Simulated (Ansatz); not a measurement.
A nudged elastic band was laid between two geometries of H4O3SSi (9 atoms, charge 0, multiplicity 1).

Computed with RKS r2SCAN/def2-SVP in Ansatz 0.2.0.

- movable images: 9
- climbing image: yes
- spring: 5.0 eV/Å²
- optimiser: quadratic models (default)
- start path: through a guess of the saddle point
- force threshold: 0.03 eV/Å
- iteration limit: 60
- end points: relaxed

First end point:

```xyz
9
Properties=species:S:1:pos:R:3
Si -0.107 -0.021 0.014
S 1.418 1.461 0.230
O 0.193 -1.407 0.860
H 0.494 -1.271 1.766
O -1.439 0.801 0.550
O -0.259 -0.590 -1.529
H 2.362 0.662 -0.317
H -2.246 0.276 0.623
H -0.417 0.087 -2.197
```

Last end point:

```xyz
9
Properties=species:S:1:pos:R:3
Si -0.522 -0.479 -0.090
S 1.503 0.925 0.836
O -0.257 -1.665 0.850
H 1.628 -0.213 1.562
O -1.760 0.611 0.031
O -0.027 -0.372 -1.659
H 2.262 0.438 -0.172
H -2.278 0.519 0.841
H -0.550 0.235 -2.199
```

Q: Which bonds break or form, and what moves?

A: Bonds broken: O3–H4. Bonds formed: S2–H4.

Q: Give the energies along the band, and the barrier.

A: The forces met the threshold. The highest image is number 9 of 0 to 10, 2.05 eV above the first end and 0.02 eV above the last; the last end lies 2.03 eV above the first. A vibrational analysis at the climbing image gives one clearly imaginary mode, 224i cm⁻¹: a first-order saddle point. The orbitals stay closed-shell, which can raise the energy where a bond breaks towards radicals; this wasn't checked here.

```json
{"image": "0", "path coordinate (Å)": "0.00", "energy (eV)": "0.00", "O3–H4 (Å)": "0.96", "S2–H4 (Å)": "3.27"}
{"image": "1", "path coordinate (Å)": "0.28", "energy (eV)": "0.00", "O3–H4 (Å)": "0.96", "S2–H4 (Å)": "3.15"}
{"image": "2", "path coordinate (Å)": "0.57", "energy (eV)": "0.02", "O3–H4 (Å)": "0.96", "S2–H4 (Å)": "3.07"}
{"image": "3", "path coordinate (Å)": "0.85", "energy (eV)": "0.03", "O3–H4 (Å)": "0.96", "S2–H4 (Å)": "2.99"}
{"image": "4", "path coordinate (Å)": "1.14", "energy (eV)": "0.08", "O3–H4 (Å)": "0.97", "S2–H4 (Å)": "2.77"}
{"image": "5", "path coordinate (Å)": "1.43", "energy (eV)": "0.22", "O3–H4 (Å)": "0.97", "S2–H4 (Å)": "2.45"}
{"image": "6", "path coordinate (Å)": "1.72", "energy (eV)": "0.57", "O3–H4 (Å)": "1.00", "S2–H4 (Å)": "2.11"}
{"image": "7", "path coordinate (Å)": "2.01", "energy (eV)": "1.30", "O3–H4 (Å)": "1.17", "S2–H4 (Å)": "1.79"}
{"image": "8", "path coordinate (Å)": "2.30", "energy (eV)": "1.96", "O3–H4 (Å)": "1.50", "S2–H4 (Å)": "1.54"}
{"image": "9", "path coordinate (Å)": "2.59", "energy (eV)": "2.05", "O3–H4 (Å)": "1.86", "S2–H4 (Å)": "1.40"}
{"image": "10", "path coordinate (Å)": "3.10", "energy (eV)": "2.03", "O3–H4 (Å)": "2.48", "S2–H4 (Å)": "1.36"}
```

Q: What is the geometry of the highest image?

A: 
```xyz
9
Properties=species:S:1:pos:R:3
Si -0.466 -0.425 -0.078
S 1.538 0.946 0.863
O -0.072 -1.537 0.922
H 1.283 -0.336 1.360
O -1.769 0.578 0.047
O -0.056 -0.422 -1.667
H 2.323 0.461 -0.126
H -2.223 0.544 0.898
H -0.558 0.190 -2.220
```

Q: What are the harmonic wavenumbers there?

A: 224i, 120, 144, 232, 273, 309, 330, 389, 412, 434, 472, 789, 827, 847, 976, 1171, 1237, 2202, 2702, 3862, 3868 cm⁻¹.

The run took 6.1 min on 2 threads of Intel(R) Xeon(R) Platinum 8488C (Sapphire Rapids), with other jobs on the host, peak memory 0.17 GiB.
